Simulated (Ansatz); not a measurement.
Ca₄Se₄, relaxed as a singlet with RKS PBE0-D4/def2-SVP in Ansatz, starting from the GFN1-xTB geometry. Force threshold 0.02 eV/Å.

The structure comes from a short search, and lower isomers may exist.

Start:

Cartesian coordinates in Å:
```
Ca 0.978 2.492 -0.188
Ca -0.945 -1.878 0.509
Ca 1.741 -0.670 -1.337
Ca -1.454 0.889 2.472
Se 0.892 0.320 1.351
Se -3.131 -0.674 1.420
Se -0.195 -2.246 -1.911
Se 2.115 1.767 -2.315
```

Problem. Estimate the energy that the relaxation releases and the steps that it takes.

Solution. 0.81 eV, in 17 steps; 98 s on 4 threads of AMD EPYC 9R45 on a shared host. The force fell under the threshold at step 15, but the optimiser went on. No frequencies were taken in this run, so the end may be a saddle point.

Problem. Does the start keep its bonding and symmetry?

Solution. By distances, no bond broke or formed, bridged metal pairs apart. The bond that changes most is Ca3–Se8, from 2.65 to 2.77 Å (atoms count from 1). Metal–metal contacts that move far: Ca1–Ca4 3.94 to 5.10 Å.

Problem. Predict the relaxed structure.

Solution. 
```xyz
8

Ca    1.407    2.936   -0.584
Ca   -1.696   -1.552   -0.032
Ca    1.707   -0.604   -1.414
Ca   -1.423    0.560    2.926
Se   -0.012    0.923    0.610
Se   -3.048   -1.345    2.380
Se    0.015   -2.633   -1.765
Se    3.050    1.715   -2.123
```
Bond lengths (bridged metal pairs left out): 10 × Ca–Se 2.56 to 3.06 Å.
